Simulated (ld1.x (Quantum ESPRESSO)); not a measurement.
# Varying the TM semilocal potential for erbium

Base potential:

```
Element                 : erbium (Er)
Generator               : ld1.x (Quantum ESPRESSO) 7.5
Type                    : norm-conserving Troullier–Martins (semilocal form)
Functional              : revPBE
Relativity              : scalar-relativistic
Frozen core             : [Kr] 4d10
Valence charge          : 22
Reference configuration : 4f12 5s2 5p6 5d0 6s0 6p0 (charge +2)
Partial waves           : 5s (bound): rc 1.80 bohr; 5p (bound): rc 2.00 bohr; 4f (bound): rc 1.00 bohr; 5d (bound, empty): rc 2.20 bohr
Local potential         : the d channel
Core correction         : a·sin(br)/r model core inside 0.70 bohr
```

All-electron outer shells of the reference configuration (revPBE, scalar-relativistic, ld1.x):

```csv
shell,level (eV),outermost node (bohr),outermost maximum (bohr)
4p,-328.79,0.27,0.49
4d,-179.58,0.25,0.51
5s,-66.27,0.60,1.11
5p,-40.72,0.65,1.28
4f,-17.36,–,0.51
6s,-14.88,1.50,3.02
5d,-13.41,0.73,1.88
6p,-10.42,1.80,3.74
```

Cutoffs, loose and tight: the cutoffs (Ry, on a coarse ladder) from which the occupation-weighted sum of valence levels, in a spherical-Bessel basis at the reference potential, stays within 10 and 1 mRy of its value at 400 Ry. They do not see the model core or the augmentation charge, which bear on the density cutoff. Test errors are all-electron minus pseudo excitation energies from the reference, over the configurations 4f12 5s2 5p6 5d0 6s2 6p0; 4f12 5s2 5p6 5d0 6s1 6p0; 4f11 5s2 5p6 5d0 6s0 6p0; 4f12 5s2 5p6 5d0 6s1 6p1; 4f12 5s2 5p6 5d0 6s0 6p1; 4f12 5s2 5p5 5d0 6s2 6p0; 4f13 5s2 5p6 5d0 6s0 6p0. A dash means not determined; rows that change the core or the reference have their own tests. The largest error is taken over the tests solved by every variant that gives reliable tests at all: 4f11 5s2 5p6 5d0 6s0 6p0; 4f12 5s2 5p5 5d0 6s2 6p0; 4f12 5s2 5p6 5d0 6s0 6p1; 4f12 5s2 5p6 5d0 6s1 6p0; 4f12 5s2 5p6 5d0 6s2 6p0.

Cutoffs are not given where the Bessel-basis levels miss the radial ones by over 6 mRy, ghosts where they miss by over 20 mRy; a channel whose overlap is not positive is not tested.

A semilocal file is local in each channel, so a ghost entry of none says nothing of the separable form that plane-wave codes build from it.

```tsv
change	outcome	cutoff, loose	cutoff, tight	bound ghosts	largest test error (meV)
base	generated	–	–	none	+1469
all radii but the core radius scaled by about 0.79 (s 1.42, p 1.58, d 1.72, f 0.78 bohr)	generated	–	–	not determined	+225
all radii but the core radius scaled by about 0.95 (s 1.70, p 1.90, d 2.08, f 0.94 bohr)	generated	–	–	not determined	+1020
all radii but the core radius scaled by about 1.31 (s 2.36, p 2.62, d 2.90, f 1.32 bohr)	generated	260 Ry	over 300 Ry	none	+5963
all radii but the core radius scaled by about 1.40 (s 2.52, p 2.80, d 3.08, f 1.40 bohr)	generated	230 Ry	over 300 Ry	none	+7291
```

Question: What comes out with this change to the base: all radii but the core radius scaled by about 0.86 (s 1.56, p 1.72, d 1.90, f 0.86 bohr)?

Answer: outcome: generated; bound ghosts: not determined; largest test error (meV): +555.

Question: What comes out with this change to the base: all radii but the core radius scaled by about 1.10 (s 1.98, p 2.20, d 2.42, f 1.10 bohr)?

Answer: outcome: generated; bound ghosts: none; largest test error (meV): +2762.

Question: What comes out with this change to the base: all radii but the core radius scaled by about 1.18 (s 2.12, p 2.36, d 2.60, f 1.18 bohr)?

Answer: outcome: generated; cutoff, loose: 300 Ry; cutoff, tight: over 300 Ry; bound ghosts: none; largest test error (meV): +4053.
